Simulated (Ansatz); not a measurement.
Reaction (ligand exchange at the Si–C bond): `C[SiH](O)C=O` + HI → `C[SiH](O)I` + `C=O`

Computed with Ansatz on PBE0-D4/def2-TZVP structures; ΔE is electronic, products minus reactants. CCSD(T)/CBS adds triple-zeta CCSD(T) − MP2 to the extrapolated MP2 energy (def2 sets, frozen cores). This one scheme is used for every species. DFT in def2-TZVPP. def2 core potentials past Kr. For I outer-core shells are correlated without core-valence functions, which leaves a few kJ/mol of doubt a bond. Each species was taken in one conformer, which may not be the lowest.

Is it downhill or uphill in electronic energy at CCSD(T)/CBS, and by how much? (Best estimate.)

Ansatz gave: Downhill: ΔE = -109.0 kJ/mol.

What do these levels give: r2SCAN-D4, PBE0-D4, ωB97X-V, r2SCAN, PBE0, HF/CBS(def2)? (Best estimate.)

Computed: r2SCAN-D4 -104.2, PBE0-D4 -106.8, ωB97X-V -102.6, r2SCAN -104.2, PBE0 -105.4, HF/CBS(def2) -112.7 kJ/mol.

Largest T1 diagnostic among the species: 0.015.

From PBE to PBE0 (25 % exact exchange), in def2-TZVPP and without D4, ΔE moves by −5.8 kJ/mol.
